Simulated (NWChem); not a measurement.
# silylarsine (SiAsH$_{5}$); SMILES [SiH3][AsH2]

```xyz
7

Si    -0.0200     1.5741     0.0000
As    -0.0441    -0.8182     0.0000
H     -0.7449     2.0537    -1.2073
H     -0.7449     2.0537     1.2073
H      1.3474     2.1600     0.0000
H      1.0205    -0.9002    -1.1016
H      1.0205    -0.9002     1.1016
```
Atoms are numbered in this order, from 1.

Level: B3LYP/6-31G* (spherical d) (NWChem), optimised geometry, unscaled harmonic frequencies. B3LYP is NWChem's, with the RPA form of VWN correlation.

Question: List the harmonic frequencies with IR intensities, and the thermochemistry.

Answer: 
```tsv
frequency (cm⁻¹)	IR intensity (km/mol)
148	0.3
351	0.8
448	19.0
463	13.7
690	28.0
734	1.7
903	331.3
947	43.8
955	44.1
1003	21.0
2173	86.7
2189	95.4
2238	95.8
2254	155.0
2256	163.0
```

```
Item                                                                               Result
-----------------------------------------------------------------------  ----------------
zero-point energy                                                           25.4 kcal/mol
thermal correction to the enthalpy at 298.15 K (with zero-point energy)     28.9 kcal/mol
heat capacity Cv                                                         15.5 cal/(mol K)
entropy at 298.15 K and 1 atm (symmetry number 1)                        70.1 cal/(mol K)
dipole moment                                                                      0.56 D
```

Rigid rotor and harmonic oscillator.
